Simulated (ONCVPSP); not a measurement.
## An all-electron radial function and its pseudo partner (S (Z = 16))

Columns: radius, all-electron u(r) and pseudo u(r) of the 2p shell (level -156.51 eV) of sulfur in the configuration [He] 2s2 2p6 3s2 3p4; PBE, scalar-relativistic, ONCV scheme, ONCVPSP 4.0.1.

```csv
r (bohr),all-electron,pseudo
0.042,0.1671,0.0452
0.085,0.4919,0.1778
0.128,0.8170,0.3801
0.170,1.0768,0.6205
0.212,1.2641,0.8756
0.255,1.3835,1.1234
0.298,1.4402,1.3312
0.340,1.4476,1.4767
0.382,1.4188,1.5547
0.425,1.3630,1.5659
0.467,1.2911,1.5187
0.510,1.2067,1.4248
0.552,1.1185,1.3030
0.595,1.0265,1.1630
0.638,0.9356,1.0216
0.680,0.8497,0.8943
0.722,0.7681,0.7852
0.765,0.6897,0.6934
0.807,0.6186,0.6187
0.850,0.5516,0.5514
0.892,0.4918,0.4917
0.935,0.4364,0.4363
0.977,0.3875,0.3874
1.020,0.3426,0.3425
1.062,0.3033,0.3032
1.105,0.2673,0.2673
```

How many radial nodes do the two functions have?

The all-electron 2p function has n − l − 1 = 0; the pseudo-wave has 0.

At about which radius was the pseudo-wave matched?

0.85 bohr, where the columns begin to agree (steps of 0.04 bohr).

Where does each function peak?

Outermost all-electron maximum near 0.34 bohr, pseudo maximum near 0.42 bohr (to the table’s step).

Is the pseudo-wave norm-conserving?

Yes: the ONCV scheme keeps the norm inside the radius equal to the all-electron one, which fixes the energy derivative of the logarithmic derivative at the level.
